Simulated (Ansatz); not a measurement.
Ansatz (a program for electronic structure) input (B3LYP-D3(BJ)/def2-TZVP):

Ansatz 0.2 input:
```yaml
crystal:
  periodic: [false, false, false]
  atoms:
    - {symbol: La, position_ang: [0.11213516, -0.10382619, 0.13943603]}
    - {symbol: O, position_ang: [1.06146195, 0.53346700, -1.54983025]}
    - {symbol: O, position_ang: [-1.86042500, 0.20629463, 0.55634853]}
basis:
  gaussian:
    orbitals: def2-TZVP
hamiltonian:
  xc: b3lyp
  dispersion: d3bj
magnetization: {spin_polarized: true, initial_magnetization: 1}
phonons: {temperatures: {t_min: 298.15, t_max: 298.15, t_step: 100}}
```

Output:

```
Functional definition: B3LYP
integrals: 0.03 GiB planned
649 factors; their error is unknown
mean field: 0.35 GiB planned
mean field evaluation 1: about -4939.3202 eV, gradient 6.4e1 eV
mean field evaluation 2: about -4645.5339 eV, gradient 2.0e2 eV
mean field evaluation 4: about -4954.8870 eV, gradient 6.7e0 eV
mean field evaluation 8: about -4955.1365 eV, gradient 2.0e-1 eV
mean field evaluation 16: about -4955.1535 eV, gradient 1.4e-4 eV
mean field evaluation 32: about -4954.5336 eV, gradient 4.9e0 eV
mean field -4955.15346731 eV, -182.0985311999 hartree, gradient 1.8e-5 eV, S^2 0.777982; 3 other end points of the search recorded, 0 dependent functions left out
the calculation of the forces begins
reference -4955.15371135 eV, -182.0985401683 hartree; 14, 13 occupied and 88, 89 virtual orbitals, 649 factors
these checks for a lower state are left out or cut short: stability, starts, cluster_reference, orbital_swaps, neighbouring_geometries, increment
integrals: 0.03 GiB planned
649 factors; their error is unknown
mean field: 0.35 GiB planned
mean field -4955.15345542 eV, -182.0985307629 hartree, gradient 2.2e-6 eV, S^2 0.778056; 0 other end points of the search recorded, 0 dependent functions left out
the calculation of the forces begins
reference -4955.15369945 eV, -182.0985397309 hartree; 14, 13 occupied and 88, 89 virtual orbitals, 649 factors
these checks for a lower state are left out or cut short: stability, starts, cluster_reference, orbital_swaps, neighbouring_geometries, increment
integrals: 0.03 GiB planned
649 factors; their error is unknown
mean field: 0.35 GiB planned
mean field -4955.15345278 eV, -182.0985306660 hartree, gradient 2.3e-6 eV, S^2 0.777902; 0 other end points of the search recorded, 0 dependent functions left out
the calculation of the forces begins
reference -4955.15369683 eV, -182.0985396347 hartree; 14, 13 occupied and 88, 89 virtual orbitals, 649 factors
these checks for a lower state are left out or cut short: stability, starts, cluster_reference, orbital_swaps, neighbouring_geometries, increment
integrals: 0.03 GiB planned
649 factors; their error is unknown
mean field: 0.35 GiB planned
mean field -4955.15344784 eV, -182.0985304845 hartree, gradient 1.5e-6 eV, S^2 0.778083; 0 other end points of the search recorded, 0 dependent functions left out
the calculation of the forces begins
reference -4955.15369189 eV, -182.0985394533 hartree; 14, 13 occupied and 88, 89 virtual orbitals, 649 factors
these checks for a lower state are left out or cut short: stability, starts, cluster_reference, orbital_swaps, neighbouring_geometries, increment
integrals: 0.03 GiB planned
649 factors; their error is unknown
mean field: 0.35 GiB planned
mean field evaluation 64: about -4955.1534 eV, gradient 1.7e-6 eV
mean field -4955.15342889 eV, -182.0985297881 hartree, gradient 1.7e-6 eV, S^2 0.777877; 0 other end points of the search recorded, 0 dependent functions left out
the calculation of the forces begins
reference -4955.15367292 eV, -182.0985387561 hartree; 14, 13 occupied and 88, 89 virtual orbitals, 649 factors
these checks for a lower state are left out or cut short: stability, starts, cluster_reference, orbital_swaps, neighbouring_geometries, increment
integrals: 0.03 GiB planned
649 factors; their error is unknown
mean field: 0.35 GiB planned
mean field -4955.15347078 eV, -182.0985313275 hartree, gradient 2.1e-6 eV, S^2 0.778005; 0 other end points of the search recorded, 0 dependent functions left out
the calculation of the forces begins
reference -4955.15371484 eV, -182.0985402966 hartree; 14, 13 occupied and 88, 89 virtual orbitals, 649 factors
these checks for a lower state are left out or cut short: stability, starts, cluster_reference, orbital_swaps, neighbouring_geometries, increment
integrals: 0.03 GiB planned
649 factors; their error is unknown
mean field: 0.35 GiB planned
mean field -4955.15345381 eV, -182.0985307037 hartree, gradient 2.2e-6 eV, S^2 0.777958; 0 other end points of the search recorded, 0 dependent functions left out
the calculation of the forces begins
reference -4955.15369783 eV, -182.0985396714 hartree; 14, 13 occupied and 88, 89 virtual orbitals, 649 factors
Total energy: -4955.25316534 eV, -182.1021950351 hartree
Atom 0 at     0.112135    -0.103826     0.139436 Å, force    -0.000061     0.000057    -0.000076 eV/Å
Atom 1 at     1.061462     0.533467    -1.549830 Å, force    -0.000115    -0.000045     0.000143 eV/Å
Atom 2 at    -1.860425     0.206295     0.556349 Å, force     0.000177    -0.000012    -0.000067 eV/Å
Dipole moment:     0.721962    -0.668466     0.897734 e Å
Vibrations: 119.45 178.26 634.66 cm⁻¹, zero-point energy 0.057800 eV
```

The spin state was set by rule; other spins were not relaxed.
